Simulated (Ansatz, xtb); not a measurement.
# CH3AlGa: which of two isomers lies lower

We compare I, `[AlH][CH2][Ga]`, a doublet, with II, `[CH3][Al][Ga]`, a doublet. Both are isolated molecules in the gas phase, relaxed with B3LYP-D3(BJ)/def2-SVP; each stands in its lowest conformer found.

Which of the two would you expect CCSD(T)/def2-SVP electronic energies to favour?

Structure II; the calculation gives E(II) − E(I) = −30.9 kJ/mol.

The same difference at several levels:

```
                level               geometry  E(II) − E(I) (kJ/mol)  departure from the last row (kJ/mol)  job, with rough time for the two
B3LYP-D3(BJ)/def2-SVP  B3LYP-D3(BJ)/def2-SVP                   −35.0                                  −4.1             optimisation, 4.6 min
          HF/def2-SVP  B3LYP-D3(BJ)/def2-SVP                   −16.1                                 +14.7           part of the CCSD(T) run
         MP2/def2-SVP  B3LYP-D3(BJ)/def2-SVP                   −10.3                                 +20.5           part of the CCSD(T) run
     CCSD(T)/def2-SVP  B3LYP-D3(BJ)/def2-SVP                   −30.9                                                      single point, 54 s
```

As drawn, II has 1 Al–Ga, 1 C–H in place of 1 C–Ga, 1 Al–H.

None of the levels shown reverses the order. The largest departure from CCSD(T)/def2-SVP is that of MP2/def2-SVP, 20.5 kJ/mol. Levels run at GFN2-xTB geometries aren't shown.

With harmonic frequencies from B3LYP-D3(BJ)/def2-SVP (ideal gas, rigid rotor, one conformer each, 400 K, 1 atm): on the last row, ΔE + ΔZPE = −19.5 kJ/mol. A mode under 50 cm⁻¹ makes harmonic enthalpies and free energies unreliable, so none is given.

Open shells are spin-unrestricted, with notable spin contamination under HF/def2-SVP, MP2/def2-SVP, CCSD(T)/def2-SVP. The correlated steps freeze 15 core orbitals; the filled d shell of Ga is correlated, in a basis made for valence electrons. Programs: Ansatz 0.2.0; the last row on 1 thread of Intel(R) Xeon(R) Platinum 8259CL CPU @ 2.50GHz (Skylake/Cascade Lake) on a shared host.
